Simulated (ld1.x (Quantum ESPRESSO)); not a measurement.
What one change does to a pseudopotential (indium (In), TM semilocal)

- Element: In
- Generator: ld1.x (Quantum ESPRESSO) 7.5
- Type: norm-conserving Troullier–Martins (semilocal form)
- Functional: PBE
- Relativity: scalar-relativistic
- Frozen core: [Kr] 4d10
- Valence charge: 3
- Reference configuration: 5s2 5p1
- Partial waves: 5p (bound): rc 2.35 bohr; 5s (bound): rc 2.35 bohr
- Local potential: the s channel
- Core correction: Bessel-smoothed model core inside 2.35 bohr

All-electron outer shells of the reference configuration (PBE, scalar-relativistic, ld1.x):

```
shell  level (eV)  outermost node (bohr)  outermost maximum (bohr)
   4p      -78.13                   0.42                      0.82
   4d      -18.62                   0.40                      0.94
   5s       -8.21                   1.02                      2.16
   5p       -2.52                   1.14                      2.85
```

Change: core correction Bessel-smoothed model core inside 1.98 bohr.

Cutoffs: the cutoffs (Ry, on a coarse ladder) from which the occupation-weighted sum of valence levels, in a spherical-Bessel basis at the reference potential, stays within 10 and 1 mRy of its value at 400 Ry; they do not see the model core or the augmentation charge, which bear on the density cutoff. Errors are all-electron minus pseudo energies relative to the spin-unpolarised reference configuration.

Task: How do hardness, ghosts and transferability respond?

Result: The potential gets neither clearly harder nor softer (15 Ry and 25 Ry → 15 Ry and 25 Ry); the errors of the 7 common tests hardly move; neither file shows a bound ghost. A semilocal file is local in each channel, so a ghost entry of none says nothing of the separable form that plane-wave codes build from it. A model core, the more so a compact one, raises the density cutoff, which this test does not measure.

| quantity | base | changed |
| --- | --- | --- |
| cutoff, loose | 15 Ry | 15 Ry |
| cutoff, tight | 25 Ry | 25 Ry |
| bound ghosts | none | none |
| error for 5s2 5p0, meV [ΔE 5.36 eV] | -15 | -15 |
| error for 5s1 5p0, meV [ΔE 24.60 eV] | -200 | -210 |
| error for 5s2 5p0.5, meV [ΔE 1.94 eV] | -2.5 | -2.6 |
| error for 5s2 5p1.3, meV [ΔE -0.53 eV] | -0.2 | -0.2 |
| error for 5s1 5p2, meV [ΔE 5.84 eV] | -22 | -23 |
| error for 5s0 5p3, meV [ΔE 11.95 eV] | -87 | -92 |
| error for 5s1 5p1, meV [ΔE 11.96 eV] | -59 | -62 |
| s: phases at 2.56 bohr within 0.05 rad from the reference energy up to (Ry; the scan ends near 5) | 2.6 | 2.6 |
| p: phases at 2.56 bohr within 0.05 rad from the reference energy up to (Ry; the scan ends near 5) | 3.5 | 3.5 |
